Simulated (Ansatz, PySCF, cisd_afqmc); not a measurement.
System: GeBr, charge 0, doublet. GeBr (SMILES [Br][Ge], doublet).
B3LYP-D3(BJ)/def2-TZVP minimum from Ansatz (a program for electronic structure):
```
Ge
Br 1 2.3528
```
Charge 0, spin multiplicity 2.

Atomisation energy term by term, kcal/mol (programs: Ansatz, cisd_afqmc). UHF or UKS for unpaired electrons; spin-orbit terms are left out. Correlated methods leave the cores frozen (noble-gas shells, and filled d and f shells in the p block). No relativity. The Monte Carlo rows (phaseless AFQMC, CISD trial, step 0.005/hartree) carry one-sigma bars that omit the constraint's bias. Outlying blocks are dropped, and bars are widened where a walk drifts. Over all cases where full CI ran beside it in this data, AFQMC minus full CI had a median of +0.1 mEh and passed +0.4 mEh in a tenth of the cases. CBS(X,Y): correlation extrapolated as X^-3, Hartree-Fock from the larger set (Q,5: extrapolated as (X+1)exp(-9√X)). A bracket is a step between two methods taken in the basis named. Spin-orbit terms, left out, reach several kcal/mol for Br and I, and more for heavier atoms.

```tsv
term	basis	kcal/mol
Hartree-Fock	CBS(cc-pVQZ,cc-pV5Z)	54.31
CCSD correlation	CBS(cc-pVQZ,cc-pV5Z)	26.24
(T)	CBS(cc-pVQZ,cc-pV5Z)	3.61
CCSDT(Q) - CCSD(T)	cc-pVQZ	0.22
CCSDTQ - CCSDT(Q)	cc-pVDZ	-0.04
minus zero-point energy	Hessian by PySCF at B3LYP-D3(BJ)/def2-TZVP	-0.41
sum: D0		83.9
```

The step beyond CCSD(T) by other levels: CCSDTQ in cc-pVDZ 0.37; AFQMC/CISD in cc-pVDZ 0.23 ± 0.17; CCSDT(Q) in cc-pVDZ 0.41; CCSDT(Q) in cc-pVTZ 0.26 kcal/mol.
